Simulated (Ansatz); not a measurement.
The same path of CH4ClGa (7 atoms, charge 0, multiplicity 1) was run 3 times with different band settings. Lost on the way: Ga1–Cl2, Ga1–H3. Made: Cl2–H3.

Theory: RKS B3LYP/def2-SVP (Ansatz 0.2.0).

Relaxed end points:

```xyz
7
Properties=species:S:1:pos:R:3
Ga 0.333 0.000 -0.100
Cl 0.481 0.007 2.077
H 1.721 -0.009 -0.827
C -1.490 0.002 -0.841
H -2.014 -0.916 -0.530
H -2.054 0.860 -0.441
H -1.482 0.055 -1.939
```

```xyz
7
Properties=species:S:1:pos:R:3
Ga 0.240 0.018 -1.047
Cl 1.736 -0.022 2.191
H 1.911 0.002 0.895
C -1.800 0.003 -1.148
H -2.211 -0.910 -0.680
H -2.227 0.873 -0.617
H -2.154 0.036 -2.195
```

Common settings: movable images 5; spring 5.0 eV/Å²; start path through a guess of the saddle point; force threshold 0.03 eV/Å; end points relaxed.

| run | climbing image | optimiser | iteration limit |
| --- | --- | --- | --- |
| 1 | yes | quadratic models (default) | 60 |
| 2 | from the first iteration | fire | 60 |
| 3 | yes | quadratic models (default) | 6 |

What does each run give, and how far can it be trusted?

Run 1: converged after 11 iterations, highest image 2.240 eV above the first end. A vibrational analysis at the climbing image gives one clearly imaginary mode, 866i cm⁻¹: a first-order saddle point.
Run 2: not converged after 60 iterations, highest image 2.243 eV above the first end. The band didn't meet its force threshold, so its energies are provisional: the largest band force was still 0.05 eV/Å, and over the last iterations the top stayed at 2.24 eV.
Run 3: not converged after 6 iterations, highest image 2.233 eV above the first end. The band didn't meet its force threshold, so its energies are provisional: the largest band force was still 1.36 eV/Å, and over the last iterations the top moved between 2.12 and 2.23 eV.
The orbitals stay closed-shell, which can raise the energy where a bond breaks towards radicals; this wasn't checked here.
